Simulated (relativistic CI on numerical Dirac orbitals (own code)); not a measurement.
**Level scheme of Pb47+**

Calculated at this level of theory: Dirac-Coulomb-Breit CI, separate exchange-only KLI orbitals for each configuration, model QED (radiative potential, 1s self-energy scaled to tabulated hydrogen-like ionisation energies), unscaled Slater integrals (own radial code, finite nucleus).

Configurations in the expansion (outside the closed core [Ar] 3d10): 4s2 4p5, 4s 4p6, 4s2 4p4 4d, 4s 4p5 4d, 4s2 4p4 4f, 4s 4p5 4f, 4p6 4d, 4s 4p4 4d2, 4s2 4p3 4d 4f, 4p6 4f, 4p5 4d 4f, 4p5 4d2, 4p4 4d3, 4p4 4d2 4f. Double excitations out of closed p, d and f shells are left out; levels of such configurations are missing from the list, as are those of other unlisted configurations, and high levels can miss mixing partners.

The lowest level is 4s2 4p5 2P°_3/2, with 100 % of that term; Hund's rules for 4s2 4p5 give 2P° with J = 3/2, in agreement.

| No. | Configuration | Term | J | E (10³ cm⁻¹) | % | Lifetime (s) |
| --- | --- | --- | --- | --- | --- | --- |
| 1 | 4s2 4p5 | 2P° | 3/2 | 0.0 | 100 |  |
| 2 | 4s2 4p5 | 2P° | 1/2 | 1306.8 | 99 | 2.41e-08 |
| 3 | 4p4(3P) 4d | 4D | 3/2 | 1419.5 | 35 | 2.40e-10 |
| 4 | 4p4(3P) 4d | 4D | 5/2 | 1446.2 | 40 | 1.88e-10 |
| 5 | 4p4(3P) 4d | 4P | 1/2 | 1448.0 | 48 | 2.75e-11 |
| 6 | 4p4(3P) 4d | 2F | 7/2 | 1467.4 | 34 | 5.85e-03 |
| 7 | 4p4(1S) 4d | 2D | 3/2 | 1552.7 | 64 | 4.70e-10 |
| 8 | 4p4(1D) 4d | 2F | 7/2 | 1702.3 | 48 | 4.78e-06 |
| 9 | 4p4(3P) 4d | 4F | 9/2 | 1715.3 | 68 | 5.78e-06 |
| 10 | 4p4(3P) 4d | 2P | 1/2 | 1735.9 | 54 | 9.28e-12 |
| 11 | 4p4(1S) 4d | 2D | 5/2 | 1839.0 | 53 | 2.15e-10 |
| 12 | 4p4(3P) 4d | 2P | 3/2 | 1890.3 | 36 | 1.30e-12 |
| 13 | 4p4(3P) 4d | 2D | 5/2 | 1924.2 | 52 | 9.66e-13 |
| 14 | 4s 4p6 | 2S | 1/2 | 2325.8 | 83 | 8.32e-13 |
| 15 | 4p4(3P) 4d | 4D | 1/2 | 2676.2 | 80 | 4.46e-11 |
| 16 | 4p4(3P) 4d | 4D | 3/2 | 2723.1 | 33 | 1.71e-10 |
| 17 | 4p4(3P) 4d | 4F | 5/2 | 2760.8 | 47 | 1.45e-11 |
| 18 | 4p4(1D) 4d | 2G | 7/2 | 2772.3 | 59 | 4.64e-08 |
| 19 | 4p4(3P) 4d | 2D | 5/2 | 2938.8 | 53 | 2.66e-13 |
| 20 | 4p4(1D) 4d | 2P | 3/2 | 2942.1 | 49 | 2.79e-13 |
| 21 | 4p4(1D) 4d | 2S | 1/2 | 2946.8 | 38 | 1.94e-13 |
| 22 | 4p4(3P) 4d | 4D | 7/2 | 2980.5 | 44 | 2.47e-08 |
| 23 | 4p4(3P) 4d | 2P | 3/2 | 3015.1 | 49 | 1.75e-11 |
| 24 | 4p4(3P) 4d | 2F | 5/2 | 3035.5 | 47 | 4.03e-09 |
| 25 | 4p4(1D) 4d | 2G | 9/2 | 3042.6 | 68 | 4.49e-08 |
| 26 | 4p4(1D) 4d | 2D | 5/2 | 3062.9 | 53 | 4.38e-11 |
| 27 | 4p4(1D) 4d | 2F | 7/2 | 3102.8 | 75 | 3.89e-08 |
| 28 | 4p4(3P) 4d | 2D | 3/2 | 3253.1 | 65 | 7.52e-13 |
| 29 | 4p4(3P) 4d | 2P | 1/2 | 3306.2 | 69 | 4.83e-13 |
| 30 | 4p4(3P) 4f | 4F° | 5/2 | 3467.2 | 38 | 4.59e-12 |
| 31 | 4p4(1D) 4f | 2D° | 3/2 | 3487.3 | 37 | 4.11e-12 |
| 32 | 4p4(3P) 4f | 4F° | 7/2 | 3500.2 | 45 | 3.37e-12 |
| 33 | 4p4(3P) 4f | 4D° | 1/2 | 3517.6 | 62 | 3.46e-12 |
| 34 | 4p4(3P) 4f | 4G° | 9/2 | 3545.2 | 35 | 1.79e-12 |
| 35 | 4p4(3P) 4f | 2G° | 9/2 | 3584.2 | 53 | 2.65e-12 |
| 36 | 4p4(1S) 4f | 2F° | 5/2 | 3599.3 | 47 | 2.67e-12 |
| 37 | 4p4(3P) 4f | 4G° | 11/2 | 3606.6 | 68 | 2.11e-12 |
| 38 | 4p4(3P) 4f | 2D° | 3/2 | 3621.6 | 43 | 3.24e-12 |
| 39 | 4p4(3P) 4f | 2F° | 7/2 | 3665.4 | 56 | 2.38e-12 |
| 40 | 4p4(1S) 4f | 2F° | 5/2 | 3694.5 | 41 | 2.12e-12 |
| 41 | 4p4(1S) 4f | 2F° | 7/2 | 3713.3 | 57 | 2.44e-12 |
| 42 | 4s 4p5 4d | 4P° | 1/2 | 3743.4 | 91 | 9.60e-13 |
| 43 | 4s 4p5 4d | 4P° | 3/2 | 3799.4 | 61 | 8.46e-13 |
| 44 | 4s 4p5 4d | 4D° | 5/2 | 3855.4 | 41 | 6.82e-13 |
| 45 | 4s 4p5 4d | 4F° | 7/2 | 3861.6 | 44 | 7.29e-13 |
| 46 | 4s 4p5 4d | 2P° | 1/2 | 3979.8 | 66 | 3.21e-13 |
| 47 | 4s 4p5 4d | 2F° | 5/2 | 3989.4 | 54 | 3.36e-13 |
| 48 | 4s 4p5 4d | 2D° | 3/2 | 3990.3 | 44 | 3.32e-13 |
| 49 | 4s 4p5 4d | 4F° | 9/2 | 4046.5 | 95 | 7.87e-13 |
| 50 | 4s 4p5 4d | 2D° | 5/2 | 4103.9 | 55 | 7.81e-13 |
| 51 | 4s 4p5 4d | 4D° | 7/2 | 4130.4 | 58 | 8.28e-13 |
| 52 | 4s 4p5 4d | 2D° | 3/2 | 4193.8 | 51 | 5.56e-13 |
| 53 | 4p4(1S) 4d | 2D | 3/2 | 4218.9 | 54 | 3.40e-13 |
| 54 | 4s 4p5 4d | 2F° | 7/2 | 4245.0 | 71 | 3.72e-13 |
| 55 | 4s 4p5 4d | 2D° | 5/2 | 4286.4 | 53 | 3.99e-13 |
| 56 | 4s 4p5 4d | 2P° | 1/2 | 4337.4 | 65 | 4.46e-13 |
| 57 | 4p4(1S) 4d | 2D | 5/2 | 4384.8 | 41 | 5.50e-10 |
| 58 | 4s 4p5 4d | 2P° | 3/2 | 4391.5 | 49 | 2.98e-13 |
| 59 | 4p4(3P) 4f | 4F° | 3/2 | 4733.3 | 67 | 4.33e-12 |
| 60 | 4p4(3P) 4f | 4F° | 5/2 | 4804.0 | 34 | 2.64e-12 |
| 61 | 4p4(1D) 4f | 2P° | 1/2 | 4833.4 | 63 | 1.94e-12 |
| 62 | 4p4(3P) 4f | 4G° | 7/2 | 4850.2 | 57 | 1.66e-12 |
| 63 | 4p4(1D) 4f | 2H° | 9/2 | 4857.0 | 63 | 1.68e-12 |
| 64 | 4p4(1D) 4f | 2P° | 3/2 | 4865.5 | 40 | 2.16e-12 |
| 65 | 4p4(3P) 4f | 4F° | 9/2 | 4885.6 | 47 | 1.72e-12 |
| 66 | 4p3(2P°) 4d<3F°> 4f | 4I | 9/2 | 4910.7 | 31 |  |
| 67 | 4p4(1D) 4f | 2G° | 7/2 | 4911.5 | 38 | 1.85e-12 |
| 68 | 4p4(1D) 4f | 2D° | 5/2 | 4914.1 | 45 | 2.21e-12 |
| 69 | 4p3(2P°) 4d<3D°> 4f | 4H | 7/2 | 4917.7 | 26 |  |
| 70 | 4p4(3P) 4f | 2D° | 5/2 | 4921.8 | 49 | 1.86e-12 |

Energies count from the lowest computed level; ° marks odd parity; lifetimes are radiative, by E1, M1, E2, M2, E3 decay to levels of this space only; some are left blank where a channel outside the calculation adds to the decay or the decay crosses a small, uncertain gap. Percentages are summed over parent terms; the parents shown are those of the largest component, closed shells are left out there, and <> holds an intermediate term.

The mean weight of the leading LS term, summed over parents, in these 70 levels is 54 %, and that of the leading jj configuration (from the same eigenvectors) 91 %, so jj coupling describes them better and the LS labels are nominal.

At this charge energies of transitions that change n are usually good to better than 1 %, and those within a shell (Δn = 0) to a few per cent.

LS names give the leading component of a level, which can be under half, so a name can repeat, a term be missing and a line seem to break the LS rules.
